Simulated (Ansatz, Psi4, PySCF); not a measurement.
H$_{2}$Cl$_{2}$Si, charge +1, doublet, at a GFN2-xTB geometry (a state made from the parent by changing its charge; the spin is typed, not shown lowest). Base run: R2SCAN/cc-pVDZ (PySCF).

Geometry (Å):
```xyz
5

Si    -0.0258    -0.6498     0.0285
Cl     1.7200     0.2970     0.0310
Cl    -1.6912     0.4280    -0.0628
H     -0.0931    -1.5630     1.2008
H     -0.0348    -1.6644    -1.0594
```
Charge +1, spin multiplicity 2.
Orbitals are unrestricted.
All else is at PySCF's defaults.

The same geometry, method and basis name were run in Ansatz (a program for electronic structure) and Psi4 and PySCF, at each program's defaults and at the settings that a row names. The base is PySCF at its defaults. Differences at the defaults can come from grids, fitting, cores and function types together.

```csv
code and settings,ΔE vs base (mEh),basis functions,E (Eh),SCF cycles
"PySCF, defaults (exact integrals, its default grid, spherical functions)",0.000,64,-1210.69479,11
"Psi4, defaults (density fitting with its default set, its default grid, spherical functions)",-0.154,64,-1210.69494,10
"Ansatz, defaults (factorised integrals, its default grid, spherical functions)",0.069,64,-1210.69472,-
"PySCF, density fitting with def2-universal-jkfit",-0.066,64,-1210.69485,11
"PySCF, fine grid",0.089,64,-1210.69470,11
"Psi4, exact integrals, spherical functions, fine grid",0.233,64,-1210.69455,13
"Ansatz, high accuracy",0.067,64,-1210.69472,-
```

Open shells are given as the SCF converged; they aren't shown to be the lowest states, and a large step between rows can be another state.
